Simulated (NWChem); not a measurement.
System: SiH$_{3}$S$_{2}$OF; SMILES O[Si](F)(S)S

NWChem input:

```
start job
memory heap 200 mb stack 900 mb global 1100 mb
geometry units angstroms noautoz
  O     -1.191832    -0.211260     1.385993
  Si    -0.327626    -0.026055    -0.006732
  F     -1.354184     0.144020    -1.236911
  S      0.890283    -1.763051    -0.170856
  S      0.859764     1.747164    -0.128622
  H     -1.869976     0.460213     1.559337
  H     -0.005966    -2.583204     0.421898
  H      1.613119     1.464412     0.955963
end
basis spherical
  * library def2-svp
end
dft
  xc xwpbe 1.00 cpbe96 1.0 hfexch 1.00
  cam 0.15 cam_alpha 0.0 cam_beta 1.0
  iterations 150
  vectors input atomic output neutral.movecs
end
task dft energy
charge 1
dft
  odft
  mult 2
  vectors input atomic output cation.movecs
end
task dft energy
```

Structure relaxed at the B3LYP/6-31G* (spherical d) level.

Ions are spin-unrestricted doublets at the neutral geometry; other ion states weren't tried. Functional: LC-ωPBE (HJS hole) with def2-SVP; the question gives the range parameter ω in 1/bohr.

Task: Give the results of this calculation. (LC-wPBE (HJS exchange hole, range parameter 0.15 per bohr)/def2-SVP, vertical spin-unrestricted ions.) Quantities: vertical ionisation energy, ΔSCF (eV); −ε(HOMO) (eV).

Result: 
| Quantity | Value |
|---|---|
| vertical ionisation energy, ΔSCF (eV) | 9.68 |
| −ε(HOMO) (eV) | 8.56 |
